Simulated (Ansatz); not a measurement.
## Reading a saddle point

A first-order saddle point of AlSiH₅OF₂, singlet, PBE0-D4/def2-TZVP, with one imaginary mode of 1213i cm⁻¹:

Al1  (-1.693, 0.050, -0.144)
H2  (-1.494, -1.526, 0.522)
F3  (-2.256, 0.033, -1.687)
F4  (-2.322, 1.127, 0.924)
H5  (-0.470, -1.129, 0.392)
O6  (0.099, -0.159, -0.005)
Si7  (1.701, 0.305, 0.001)
H8  (2.487, -0.735, -0.703)
H9  (2.160, 0.431, 1.403)
H10  (1.788, 1.604, -0.703)
(Å)

Ansatz 0.2.0; basis: def2-TZVPP and def2-QZVPP; cores frozen in the correlated methods. Extrapolation: Hartree–Fock as exp(−7.88 √X), correlation as X^−2.97.

Task: Which contacts change along the imaginary mode, and what lies on either side? (A judgement: the text doesn't fix the answer.)

Result: By the calculation: The step is AlHF₂ ([F][AlH][F]) + SiH₄O ([OH][SiH3]) → AlSiH₃OF₂ ([F][Al]([F])[O][SiH3]) + H₂, with the molecules in contact on both sides. Shortening one way: Al1–O6, H2–H5; lengthening the same way: Al1–H2, H5–O6.
```csv
pair,one side (Å),saddle (Å),other side (Å)
Al1–O6,1.93,1.81,1.66
H2–H5,3.35,1.11,0.76
Al1–H2,1.57,1.72,2.17
H5–O6,0.96,1.19,2.80
```

Task: Which side is lower, and how far does the saddle lie above each? (To be estimated.)

Result: By the calculation: The side with Al1–O6, H2–H5 short is lower by 8.63 kcal/mol; the saddle lies 28.27 kcal/mol above it and 19.64 kcal/mol above the other (CCSD(T) at an estimated basis limit (MP2 extrapolated from triple and quadruple zeta, plus CCSD(T) − MP2 in triple zeta); electronic energies).

T1 diagnostic: at most 0.013.

The step is the kind of ligand exchange by which a precursor binds to a hydroxyl group, or is hydrolysed, in atomic layer deposition of oxides.

Labels in which every atom is bracketed show which atoms are joined, not bond orders.

For scale, one of the runs: CCSD(T)/def2-TZVPP, 247 basis functions, launched by `ansatz run in.yaml --threads 4 --pin off --events-out ev --progress --plain --max-ram 9574MiB`. The run took 2.7 min on 4 CPU threads of an Arm Neoverse V1 (shared host), with 5 GiB of host memory at its peak.
